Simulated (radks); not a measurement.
Spherical quantum dot in the effective-mass picture: electrons in a parabolic well V = omega^2 r^2 / 2 with omega = 0.992, all in effective atomic units (hartree* = m*/eps^2 hartree, bohr* = eps/m* bohr), one dielectric constant everywhere. Method: non-relativistic Kohn-Sham, LDA (Slater exchange, Perdew-Wang correlation), spin-polarised, spherical densities; computed with a radial shooting solver with Libxc functionals. Levels are named by radial order and angular momentum (1s, 1p, 1d, 2s, ...), and open shells are averaged over m.

N = 13, configuration 1s2 1p6 1d(up 5, down 0). This is the lowest configuration that the search found. Occupied and some empty levels:

level    occupation  eigenvalue (hartree*)  <r> (bohr*)
1s up             1                 7.5939        1.555
1s down           1                 7.6659        1.522
1p up             3                 8.1274        1.945
1p down           3                 8.2215        1.934
1d up             5                 8.7314        2.226
1d down           0                 8.8318        2.229
2s up             0                 8.8652        1.949
2s down           0                 8.9300        1.970
1f up             0                 9.3939        2.454
1f down           0                 9.4923        2.465
2p up             0                 9.5831        2.217
2p down           0                 9.6480        2.227

Energy (hartree*): total 71.5672, kinetic 11.316, external 27.760, Hartree 38.151, exchange-correlation -5.6589.

Electron density:

r (bohr*)  n(r) (e/bohr*^3)
0.0833               0.1286
0.293                0.1364
0.502                0.1519
0.712                0.1722
0.921                0.1934
1.13                 0.2107
1.34                 0.2193
1.55                 0.2153
1.76                 0.1976
1.97                 0.1680
2.18                 0.1315
2.39                0.09390
2.60                0.06104
2.81                0.03592
3.02                0.01902
3.22               0.009108
3.43               0.003912
3.64               0.001522
3.85              0.0005340
4.06              0.0001681
